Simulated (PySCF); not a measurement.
Cl2GeH, SMILES [Cl][GeH][Cl], multiplicity 2. Geometry optimised at B3LYP-D3(BJ)/def2-TZVP. The isomer is the one that the SMILES or the coordinates give; other isomers of the formula were not compared.

All values below come from B3LYP-D3(BJ)/def2-TZVP (PySCF 2.14.0).

Harmonic wavenumbers (cm⁻¹): 137, 392, 406, 570, 633, 1967. Rotational constants (GHz): 8.099, 2.282, 1.803; symmetry number 1.

Work out the zero-point energy and the ideal-gas rigid-rotor harmonic-oscillator thermochemistry at 298.15 K and 1 atm.

ZPE = ½ Σ hcν = ½ × 4104 cm⁻¹ = 5.87 kcal/mol. H − E(el) = 9.25 kcal/mol. Entropy in cal/(mol K): translation 40.82, rotation 26.67, vibration 5.69, spin 1.38, total 74.55. G − E(el) = -12.98 kcal/mol. Cp = 14.88 cal/(mol K). Modes under 150 cm⁻¹ make the vibrational entropy uncertain.
